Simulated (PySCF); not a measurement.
CH6FNOSi2, SMILES [SiH2]1N[Si@H](F)OC1.

Geometry optimised at PBE-D3(BJ)/def2-SVP. The structure was generated by enumeration; whether it is a known compound was not checked. Other conformers were not sampled.

Method: SMD-M06-2X/6-31G* (PySCF).

Solvation free energies are E(SMD) − E(gas) at the gas-phase geometry, for 1 M in both phases. In vacuum the dipole moment is 2.50 D.

Question: Rank water, acetonitrile, ethylethanoate by solvation free energy, most negative first.

Answer: acetonitrile (-4.9 kcal/mol), ethylethanoate (-4.3 kcal/mol), water (-2.8 kcal/mol)
